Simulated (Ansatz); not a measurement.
# Ligand exchange: In(CH3)3 + I2 → In(CH3)2I + CH3I

Gas-phase species: In(CH3)3 (trimethylindium (TMIn)), singlet; I2, singlet; In(CH3)2I, singlet; CH3I (methyl iodide) `CI`, singlet. The partners trade CH3 for I: In–CH3 and I–I bonds give way to In–I and I–CH3.

Shapes, held fixed at every level: PBE0-D4/def2-TZVP. Programs: Ansatz 0.2.0. Electronic energies: no zero-point or thermal term.

```json
{"level": "SPW92/def2-TZVPP", "kind": "LDA", "ΔE (kJ/mol)": "-138.0", "less CCSD(T)/def2-TZVPP": "+13.0"}
{"level": "PBE-D4/def2-TZVPP", "kind": "GGA", "ΔE (kJ/mol)": "-136.4", "less CCSD(T)/def2-TZVPP": "+14.6"}
{"level": "B3LYP-D4/def2-TZVPP", "kind": "global hybrid", "ΔE (kJ/mol)": "-139.7", "less CCSD(T)/def2-TZVPP": "+11.3"}
{"level": "BHLYP-D4/def2-TZVPP", "kind": "global hybrid", "ΔE (kJ/mol)": "-149.8", "less CCSD(T)/def2-TZVPP": "+1.2"}
{"level": "PBE0-D4/def2-TZVPP", "kind": "global hybrid", "ΔE (kJ/mol)": "-144.5", "less CCSD(T)/def2-TZVPP": "+6.5"}
{"level": "CCSD/def2-TZVPP", "kind": "coupled cluster or CI", "ΔE (kJ/mol)": "-151.9", "less CCSD(T)/def2-TZVPP": "-0.9"}
{"level": "CCSD(T)/def2-TZVPP", "kind": "coupled cluster or CI", "ΔE (kJ/mol)": "-151.0", "less CCSD(T)/def2-TZVPP": "0.0"}
```

The highest level, CCSD(T)/def2-TZVPP, gives ΔE = -151.0 kJ/mol; the levels span -151.9 to -136.4. The column of differences is taken from that level and isn't an error. No measured value is set beside it here. For atoms past krypton def2 sets carry core potentials with scalar relativity. Outer-core shells of I, In are correlated, in sets that cover them unevenly.
